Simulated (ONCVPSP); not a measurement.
nitrogen (N): ONCV pseudisation with PBE, scalar-relativistic reference atom.

* Element: N (Z = 7)
* Generator: ONCVPSP 4.0.1
* Type: optimised norm-conserving Vanderbilt (ONCV)
* Functional: PBE
* Relativity: scalar-relativistic
* Frozen core: [He]
* Valence charge: 5
* Reference configuration: 2s2 2p3
* Partial waves: 2s: rc 0.70 bohr, ncon 3, nbas 6, qcut 8.1 1/bohr, 1 projector; 2p: rc 1.50 bohr, ncon 4, nbas 8, qcut 11.2 1/bohr, 1 projector; d scattering state at 0.37 Ha: rc 1.20 bohr, ncon 5, nbas 9, qcut 7.4 1/bohr, 2 projectors, debl 1.2 Ha
* Local potential: polynomial inside 0.45 bohr (lpopt 5, dvloc0 0 Ha)
* Core correction: polynomial model core, fcfact 0.6

* Cutoffs needed: 32 Ha and 179 Ha (the cutoffs (Ha) at which the residual kinetic energy of the hardest occupied pseudo-wave falls to 1 and 0.1 mHa per electron)
* Ghost test: no bound ghost flagged; GHOST(+) flagged for d at 289.0 eV
* Largest excitation error: +416 meV (all-electron minus pseudo) for 2s2 2p0, out of 4 test configurations
* rms error of d²Exc/dni dnj: 1.94 mHa without and 1.33 mHa with the model core
